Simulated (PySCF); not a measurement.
C₃HF₇O₃S.
Bonds: O1–S2 (double), S2–O3 (double), S2–O4, S2–C5, C5–F6, C5–F7, C5–C8, C8–F9, C8–F10, C8–C11, C11–F12, C11–F13, C11–F14. Hydrogens: H15 on O4.

Method used: PBE0-D3(BJ)/def2-SVP geometry optimisation, gas phase (PySCF).

What internal coordinates does the optimisation give?

| bond | length (Å) |
| --- | --- |
| O1=S2, S2=O3 | 1.441 |
| S2–O4 | 1.605 |
| S2–C5 | 1.867 |
| C5–F6, C5–F7 | 1.329 |
| C5–C8 | 1.547 |
| C8–F9 | 1.349 |
| C8–F10 | 1.327 |
| C8–C11 | 1.550 |
| C11–F12, C11–F13, C11–F14 | 1.322 |
| O4–H15 | 0.972 |

Bonds in one row agree within 0.01 Å and their mean is given. A selection of angles:
| angle | degrees |
| --- | --- |
| O1–S2–O3 | 124.2 |
| O1–S2–O4 | 106.9 |
| O1–S2–C5 | 106.1 |
| O3–S2–O4 | 109.6 |
| O3–S2–C5 | 107.2 |
| O4–S2–C5 | 100.1 |
| S2–C5–F6 | 108.1 |
| S2–C5–C8 | 112.5 |
| F6–C5–F7 | 109.8 |
| F6–C5–C8 | 110.1 |
| C5–C8–F9 | 109.0 |
| C5–C8–C11 | 113.7 |
| F9–C8–F10 | 109.4 |
| F9–C8–C11 | 107.4 |
| C8–C11–F12 | 110.4 |
| F12–C11–F13 | 109.4 |
| H15–O4–S2 | 108.6 |

Dihedral angles: O1–S2–C5–F6 -64° (synclinal); S2–C5–C8–F9 44° (synclinal); C5–C8–C11–F12 -73° (synclinal); H15–O4–S2–O1 -163° (antiperiplanar). The mirror-image conformer, all signs reversed, is as good.

O4 (hydroxyl oxygen) is bent (angle 108.6°). Of the pairs four or more bonds apart, those above aside, F6···F12 is among the closest relative to their van der Waals radii: 2.72 Å, 93 % of the sum of Bondi's values. H15 on O4 lies 2.32 Å from F9, 5 bonds away (angle at H 109°; Bondi radii sum to 2.67 Å). The 3 O–S bonds span 1.437 Å (O1=S2, drawn double) to 1.605 Å (S2–O4, drawn single), a spread of 0.168 Å. The 7 C–F bonds span 1.321 Å (C11–F12, drawn single) to 1.349 Å (C8–F9, drawn single), a spread of 0.028 Å. S2 (sulfonyl sulfur) is distorted tetrahedral (angles from 100.1° to 124.2°).

Point group: C1 (no symmetry element, even within 0.4 Å). No frequency check. One conformer, not necessarily the lowest (O1–S2–O4–H -163°, O1–S2–C5–F6 -64°, S2–C5–C8–F9 44°).
